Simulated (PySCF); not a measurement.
A calculated (LDA, PySCF 2.14, x2c-TZVPPall with one added diffuse shell each of s, p, d, f type, scalar relativity by spin-free X2C-1e) atom or ion has these occupied shells.

| shell | electrons | orbital energy (eV) | rms radius, mean of both spins (bohr) |
| --- | --- | --- | --- |
| 1s α | 1 | -78086.7 | 0.0194 |
| 1s β | 1 | -78086.7 | 0.0194 |
| 2s α | 1 | -13737.5 | 0.0783 |
| 2s β | 1 | -13737.3 | 0.0783 |
| 2p α | 3 | -11967.6 | 0.0716 |
| 2p β | 3 | -11967.5 | 0.0716 |
| 3s α | 1 | -3244.7 | 0.200 |
| 3s β | 1 | -3244.6 | 0.200 |
| 3p α | 3 | -2726.3 | 0.202 |
| 3p β | 3 | -2726.2 | 0.202 |
| 3d α | 5 | -2138.7 | 0.184 |
| 3d β | 5 | -2138.6 | 0.184 |
| 4s α | 1 | -713.17 | 0.442 |
| 4s β | 1 | -713.03 | 0.442 |
| 4p α | 3 | -541.97 | 0.470 |
| 4p β | 3 | -541.82 | 0.470 |
| 4d α | 5 | -327.57 | 0.504 |
| 4d β | 5 | -327.40 | 0.504 |
| 5s α | 1 | -123.20 | 1.01 |
| 5s β | 1 | -122.25 | 1.01 |
| 4f α | 7 | -92.031 | 0.570 |
| 4f β | 7 | -91.785 | 0.570 |
| 5p α | 3 | -77.949 | 1.17 |
| 5p β | 3 | -76.804 | 1.17 |
| 5d α | 5 | -26.719 | 1.69 |
| 5d β | 3 | -25.577 | 1.69 |

(1) Name the element and its charge.

Results:

(1) Pt²⁺ (platinum, charge +2), in [Xe] 4f14 5d8, high-spin 3F determinant.
